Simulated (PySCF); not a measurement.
# Spinor energies of I⁺ (iodine, charge +1)

Start: [Kr] 4d10 5s2 5p4; 5p1/2 filled at m_j = +1/2; 5p3/2 filled at m_j = -1/2, +1/2, +3/2. Calculated with PySCF 2.14 in x2c-TZVPall-2c with one added diffuse shell each of s, p, d, f type (9s10p6d3f, 90 functions): generalised Hartree-Fock with the X2C-1e Hamiltonian and a Gaussian nucleus; one run each with spin-orbit coupling (SO) switched off, then screened by Boettger's factors. This is a chosen level, not necessarily the ground level.

```json
{"spinor shell": "1s1/2", "electrons": "2", "ε, spin-free (eV)": "-33343.7", "ε, screened SO (eV)": "-33339.9", "weight of nominal j (screened SO)": "1.000", "rms radius, screened SO (bohr)": "0.0311"}
{"spinor shell": "2s1/2", "electrons": "2", "ε, spin-free (eV)": "-5259.6", "ε, screened SO (eV)": "-5258.4", "weight of nominal j (screened SO)": "1.000", "rms radius, screened SO (bohr)": "0.127"}
{"spinor shell": "2p1/2", "electrons": "2", "ε, spin-free (eV)": "-4714.6", "ε, screened SO (eV)": "-4922.3", "weight of nominal j (screened SO)": "1.000", "rms radius, screened SO (bohr)": "0.109"}
{"spinor shell": "2p3/2", "electrons": "4", "ε, spin-free (eV)": "-4714.6", "ε, screened SO (eV)": "-4620.8", "weight of nominal j (screened SO)": "1.000", "rms radius, screened SO (bohr)": "0.115"}
{"spinor shell": "3s1/2", "electrons": "2", "ε, spin-free (eV)": "-1111.9", "ε, screened SO (eV)": "-1111.5", "weight of nominal j (screened SO)": "1.000", "rms radius, screened SO (bohr)": "0.334"}
{"spinor shell": "3p1/2", "electrons": "2", "ε, spin-free (eV)": "-931.11", "ε, screened SO (eV)": "-971.21", "weight of nominal j (screened SO)": "1.000", "rms radius, screened SO (bohr)": "0.327"}
{"spinor shell": "3p3/2", "electrons": "4", "ε, spin-free (eV)": "-931.11", "ε, screened SO (eV)": "-912.66", "weight of nominal j (screened SO)": "1.000", "rms radius, screened SO (bohr)": "0.338"}
{"spinor shell": "3d3/2", "electrons": "4", "ε, spin-free (eV)": "-660.78", "ε, screened SO (eV)": "-667.70", "weight of nominal j (screened SO)": "1.000", "rms radius, screened SO (bohr)": "0.311"}
{"spinor shell": "3d5/2", "electrons": "6", "ε, spin-free (eV)": "-660.78", "ε, screened SO (eV)": "-655.63", "weight of nominal j (screened SO)": "1.000", "rms radius, screened SO (bohr)": "0.314"}
{"spinor shell": "4s1/2", "electrons": "2", "ε, spin-free (eV)": "-220.64", "ε, screened SO (eV)": "-220.40", "weight of nominal j (screened SO)": "1.000", "rms radius, screened SO (bohr)": "0.787"}
{"spinor shell": "4p1/2", "electrons": "2", "ε, spin-free (eV)": "-161.39", "ε, screened SO (eV)": "-169.23", "weight of nominal j (screened SO)": "1.000", "rms radius, screened SO (bohr)": "0.826"}
{"spinor shell": "4p3/2", "electrons": "4", "ε, spin-free (eV)": "-161.39", "ε, screened SO (eV)": "-157.56", "weight of nominal j (screened SO)": "1.000", "rms radius, screened SO (bohr)": "0.855"}
{"spinor shell": "4d3/2", "electrons": "4", "ε, spin-free (eV)": "-72.221", "ε, screened SO (eV)": "-73.186", "weight of nominal j (screened SO)": "0.995", "rms radius, screened SO (bohr)": "0.987"}
{"spinor shell": "4d5/2", "electrons": "6", "ε, spin-free (eV)": "-72.221", "ε, screened SO (eV)": "-71.253", "weight of nominal j (screened SO)": "0.997", "rms radius, screened SO (bohr)": "0.997"}
{"spinor shell": "5s1/2", "electrons": "2", "ε, spin-free (eV)": "-32.260", "ε, screened SO (eV)": "-32.182", "weight of nominal j (screened SO)": "0.999", "rms radius, screened SO (bohr)": "2.09"}
{"spinor shell": "5p3/2", "electrons": "3", "ε, spin-free (eV)": "-19.884", "ε, screened SO (eV)": "-20.416", "weight of nominal j (screened SO)": "0.540", "rms radius, screened SO (bohr)": "2.48"}
{"spinor shell": "5p1/2", "electrons": "1", "ε, spin-free (eV)": "-19.884", "ε, screened SO (eV)": "-18.580", "weight of nominal j (screened SO)": "0.519", "rms radius, screened SO (bohr)": "2.52"}
```

```tsv
quantity	spin-free	screened SO
E (hartree)	-7111.30028	-7113.45309
M_J	2	2
⟨J²⟩	6.014	6.028
⟨L²⟩	2.010	2.368
⟨S²⟩	2.004	1.863
```

Each row is a mean over spinors that exchange with the open shell spreads, by up to 4.642 eV (5s1/2).

Rows whose weight is well below 1 are mixtures of j = l ± 1/2: exchange outweighs spin-orbit coupling there, and the label is only the starting occupation.

Breit and QED terms are absent; they matter most for the inner s and p1/2 levels.

Densities and radii are taken from the X2C orbitals without a picture-change correction, which distorts them close to the nucleus.

Without spin-orbit coupling the j labels of p, d and f shells carry no meaning; the spin-free column gives the mean over the occupied spinors of each nl shell.
